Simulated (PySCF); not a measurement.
(1Z)-1-chloro-2-fluorobuta-1,3-diene (C4H4ClF), SMILES C=C/C(F)=C/Cl. Coordinates come from a B3LYP-D3(BJ)/def2-SVP optimisation. One conformer was computed; it need not be the lowest.

Computed equilibrium geometry at B3LYP-D3(BJ)/def2-SVP (PySCF confirms it by a frequency run) as bond lengths and angles, and its point group (one conformer of several):
point group Cs.
Atoms: C1 C2 C3 F4 C5 Cl6 H7 H8 H9 H10. Bonds (Å): C1–C2 1.341, C1–H7 1.092, C1–H8 1.092, C2–C3 1.454, C2–H9 1.094, C3–F4 1.338, C3–C5 1.345, C5–Cl6 1.724, C5–H10 1.090. Angles (°): C2–C1–H7 121.1, C2–C1–H8 121.0, H7–C1–H8 117.9, C1–C2–C3 123.8, C1–C2–H9 120.8, C3–C2–H9 115.4, C2–C3–F4 115.7, C2–C3–C5 124.2, F4–C3–C5 120.1, C3–C5–Cl6 123.3, C3–C5–H10 120.8, Cl6–C5–H10 115.9.
